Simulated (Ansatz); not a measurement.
IRb, charge +1, doublet, geometry from GFN2-xTB (such geometries of metal compounds can be far from the true shape) (a state made from the parent by changing its charge; the spin is typed, not shown lowest) (core potentials on I, Rb); B97M-V/def2-SVP run with Ansatz (an electronic-structure program).

Here is a job for Ansatz.
Ansatz 0.2 input:
```yaml
crystal:
  periodic: [false, false, false]
  atoms:
    - {symbol: Rb, position_ang: [-0.00000000, -0.00000000, -2.21612860]}
    - {symbol: I, position_ang: [0.00000000, 0.00000000, 1.54710864]}
basis:
  gaussian:
    orbitals: def2-SVP
hamiltonian:
  xc: {name: B97M-V}
total_charge: 1
magnetization: {spin_polarized: true, initial_magnetization: 1}
```

What the program printed (banner, timings and long lists left out):

```
Functional definition: B97M-V
586 factors; their error is unknown
mean field evaluation 1: about -8750.0252 eV, gradient 1.6e1 eV
mean field evaluation 2: about -8750.7405 eV, gradient 1.3e1 eV
mean field evaluation 4: about -8751.5693 eV, gradient 1.8e-1 eV
mean field evaluation 8: about -8751.5688 eV, gradient 6.2e-4 eV
mean field evaluation 16: about -8751.5692 eV, gradient 7.0e-2 eV
mean field evaluation 32: about -8751.2899 eV, gradient 4.3e-1 eV
mean field -8751.56882453 eV, -321.6142222752 hartree, gradient 8.1e-6 eV, S^2 0.752382; 7 other end points of the search recorded, 0 dependent functions left out
reference -8751.56892649 eV, -321.6142260219 hartree; 17, 16 occupied and 33, 34 virtual orbitals, 586 factors
Total energy: -8751.56892649 eV, -321.6142260219 hartree
```
